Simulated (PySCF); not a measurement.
A side-by-side comparison of computed properties.

First species: C₆H₇FSi.
SMILES: `C#C/C=C(F)/C=C/[SiH3]`

Second species: C₃H₈O₃S.
SMILES: `CC(C)S(=O)(=O)O`

Levels: CAM-B3LYP/def2-SVPD for dipole moment, HOMO energy, LUMO energy, HOMO–LUMO gap, static isotropic polarisability and electronic spatial extent ⟨r²⟩ about the centre of nuclear charge; TDDFT CAM-B3LYP/def2-SVPD for lowest singlet excitation; TDA CAM-B3LYP/def2-SVPD for lowest triplet excitation (Tamm–Dancoff); GFN2-xTB for rotational constant A and rotational constant C. Geometries: GFN2-xTB. Each species is one conformer at its optimised geometry, gas phase, non-relativistic unless stated; the electronic structure was computed with PySCF and density fitting.

Dipoles, sizes and rotational constants follow the conformer. The torsions of the flexible species, by atom-mapped SMILES:
- `[CH:1]#[C:2]/[CH:3]=[C:4]([F:5])/[CH:6]=[CH:7]/[SiH3:8]`: C3–C4–C6–C7 180°
- `[CH3:1][CH:2]([CH3:3])[S:4](=[O:5])(=[O:6])[OH:7]`: C1–C2–S4–O5 -173°, H–O7–S4–C2 -124°

(1) Which of the two has the higher rotational constant C, and by how much?

(2) Which has the higher static isotropic polarisability?

(3) Which of the two has the higher HOMO–LUMO gap, and by how much?

(4) Which has the higher HOMO energy?

(5) Which of the two has the higher dipole moment, and by how much?

(6) Which has the higher LUMO energy?

(7) Which of the two has the higher ⟨r²⟩, and by how much?

(8) Which has the higher rotational constant A?

Results:

(1) The second: 1.749 GHz against 0.551 GHz, a difference of 1.198 GHz.

(2) The first: 117.1 au against 66.3 au, a difference of 50.8 au.

(3) The second: 11.04 eV against 6.97 eV, a difference of 4.07 eV.

(4) The first: -7.92 eV against -10.43 eV, a difference of 2.51 eV.

(5) The second: 3.84 D against 1.33 D, a difference of 2.51 D.

(6) The second: 0.61 eV against -0.95 eV, a difference of 1.56 eV.

(7) The first: 1926 bohr² against 821 bohr², a difference of 1105 bohr².

(8) The first: 8.191 GHz against 3.164 GHz, a difference of 5.027 GHz.

On the first: A dipole of 1.33 D is allowed in Cs, and pure rotational transitions are dipole-allowed. S1 lies 2.25 eV below the HOMO–LUMO gap; its leading configuration is HOMO→LUMO, weight 0.95.

On the second: S1 lies 3.07 eV below the HOMO–LUMO gap; its leading configuration is HOMO→LUMO, weight 0.84. The dipole equals about 12.8 × 10⁻³⁰ C·m (1 D = 3.33564 × 10⁻³⁰ C·m).
